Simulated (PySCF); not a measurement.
These compounds are isomers of formula C3H6N2O2Si.

A. SMILES [SiH3]OCc1ncno1
B. `C[SiH2]Oc1ncno1`
C. `C[SiH2]Oc1ncon1`

Spectrum 1. ¹³C{¹H} NMR (computed): δ 185.0 (C), 162.1 (CH), 61.4 (CH2).

Spectrum 2. ¹³C{¹H} NMR (computed): δ 177.4 (C), 171.1 (CH), -3.0 (CH3).

Spectrum 3. ¹³C{¹H} NMR (computed): δ 180.6 (C), 162.3 (CH), -3.4 (CH3).

- σ from GIAO-PBE0/pcSseg-1
- geometry from GFN2-xTB
- code: PySCF 2.14.0 with density-fitted response routines
- fast rotation and ring inversion assumed for equivalent nuclei, no solvent, a single conformation, no relativistic terms

δ = σ(ref) − σ, references computed at the same level: ¹³C (σ = 186.93 ppm) vs TMS. Shifts are as computed. Against solution values, carbons near 30 ppm lie about +3 ppm off and those near 130 ppm about +5 ppm. Of 1211 compounds with measured shifts, 218 miss one by over three times the rms of a fit or turn the order of signals round; such compounds aren't used in these exercises.

Question: Match each spectrum to its structure.

Answer: 1–A, 2–C, 3–B.

- Spectrum 1 (A): 3 ¹³C signals; δC 61.4 is an sp3 CH2 bonded to O, on an aromatic ring; δC 185.0 is a substituted aromatic carbon next to the ring oxygen.
- Spectrum 2 (C): 3 ¹³C signals; δC 177.4 is an aromatic carbon bearing oxygen; δC -3.0 is a methyl carbon bonded to Si.
- Spectrum 3 (B): 3 ¹³C signals; δC 180.6 is an aromatic carbon bearing oxygen; δC -3.4 is a methyl carbon bonded to Si.
